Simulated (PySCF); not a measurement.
Job file and geometry (Å, from GFN2-xTB) of an NMR shielding run on `InChI=1S/C4H6FNSi/c1-4(2-6)3-7-5/h1,3,7H2`, GIAO PBE0/pcSseg-1 NMR shielding, non-relativistic, gas phase (PySCF 2.14.0, density-fitted response routines); density fitting, a coarse starting grid and PySCF grid level 2 are the driver's defaults:

```
$ OMP_NUM_THREADS=1 python probes_run.py task.json out

{"job": {"kind": "nmr", "xc": "PBE0", "basis": "pcSseg-1"}, "charge": 0, "multiplicity": 1}
C     -1.589988     1.040937    -0.781243
C     -0.944076     0.220992     0.047004
C     -1.537300    -1.010857     0.418370
N     -2.003292    -2.010544     0.731044
C      0.411480     0.478381     0.619036
Si     1.737723    -0.667583    -0.137728
F      3.134531    -0.163241     0.486303
H     -1.162376     1.983266    -1.080185
H     -2.560156     0.796665    -1.179239
H      0.387293     0.318116     1.700010
H      0.680040     1.522589     0.447538
H      1.588148    -2.048132     0.284065
H      1.853584    -0.460102    -1.572704
```

Task: What does the program print?

Result: 
```
coarse grid: 11840 points
cycle   1  E = -599.4942935440  dE =  7.887e-01  |g| = 6.690e-01  |ddm| = 3.385e+00
cycle   2  E = -599.3202976988  dE =  1.740e-01  |g| = 1.186e+00  |ddm| = 1.519e+00
cycle   3  E = -599.5726572684  dE = -2.524e-01  |g| = 2.036e-01  |ddm| = 1.023e+00
cycle   4  E = -599.5809649643  dE = -8.308e-03  |g| = 6.859e-02  |ddm| = 1.828e-01
cycle   5  E = -599.5818683538  dE = -9.034e-04  |g| = 1.838e-02  |ddm| = 6.533e-02
cycle   6  E = -599.5819357665  dE = -6.741e-05  |g| = 4.004e-03  |ddm| = 1.778e-02
cycle   7  E = -599.5819393254  dE = -3.559e-06  |g| = 1.318e-03  |ddm| = 4.204e-03
final grid: 111592 points
cycle   8  E = -599.6270503650  dE = -2.731e-05  |g| = 5.985e-03  |ddm| = 2.463e-02
cycle   9  E = -599.6270457561  dE =  4.609e-06  |g| = 7.363e-03  |ddm| = 1.226e-02
cycle  10  E = -599.6270592272  dE = -1.347e-05  |g| = 1.380e-03  |ddm| = 6.900e-03
cycle  11  E = -599.6270596825  dE = -4.553e-07  |g| = 2.960e-04  |ddm| = 1.198e-03
cycle  12  E = -599.6270597000  dE = -1.753e-08  |g| = 1.560e-04  |ddm| = 3.727e-04
cycle  13  E = -599.6270597044  dE = -4.440e-09  |g| = 6.020e-05  |ddm| = 1.387e-04
cycle  14  E = -599.6270597053  dE = -8.215e-10  |g| = 7.819e-06  |ddm| = 5.439e-05
converged SCF energy = -599.6270597053

GIAO shielding tensors (ppm)
atom      isotropic    diamagn.    paramagn.     s11        s22        s33       span
  0 C       48.181     250.218    -202.037    -73.752     63.547    154.747    228.499
  1 C       64.032     261.329    -197.297    -51.355     83.518    159.932    211.287
  2 C       63.524     260.389    -196.864    -58.127    -46.311    295.012    353.140
  3 N      -51.485     340.900    -392.385   -194.557   -187.746    227.849    422.406
  4 C      158.001     251.226     -93.225    133.249    152.134    188.619     55.370
  5 Si     342.836     876.925    -534.089    313.636    320.889    393.984     80.348
  6 F      392.434     466.038     -73.604    366.612    383.068    427.622     61.011
  7 H       25.668      30.680      -5.012     21.810     25.139     30.055      8.246
  8 H       25.591      28.846      -3.255     21.536     24.938     30.298      8.762
  9 H       29.264      30.178      -0.913     25.770     28.181     33.842      8.072
 10 H       29.449      31.696      -2.247     25.670     28.598     34.079      8.409
 11 H       26.302      29.192      -2.890     22.610     25.896     30.400      7.790
 12 H       26.692      29.227      -2.534     23.492     25.806     30.780      7.288
```

Task: Turn these shieldings into chemical shifts. Referencing at the same level of theory: TMS for $^{13}$C (σ = 186.93 ppm) and $^{29}$Si (σ = 349.16 ppm) and $^{1}$H (σ = 31.72 ppm); NH3 for $^{15}$N (σ = 267.73 ppm); $^{19}$F (σ = 170.95 ppm) against CFCl3.

Result: Averaging equivalent atoms: C 0: 138.7; C 2: 123.4; C 1: 122.9; C 4: 28.9; N 3: 319.2; Si 5: 6.3; F 6: -221.5; H 8: 6.13; H 7: 6.05; H 11/12: 5.22; H 9/10: 2.36 ppm. Unscaled 19F shifts against computed CFCl3 carry errors that often reach 10 to 50 ppm. Experimental scales use liquid or dissolved standards, which lie at an offset from isolated NH3 (liquid NH3: subtract about 20 ppm). Unscaled 15N shifts of sp2 nitrogen come out 20 to 40 ppm too high even then.

Size and cost of the density-fitted run: 156 basis functions, 18 s wall time on 1 thread of an Arm Neoverse V2, shared host; peak memory 0.71 GiB.
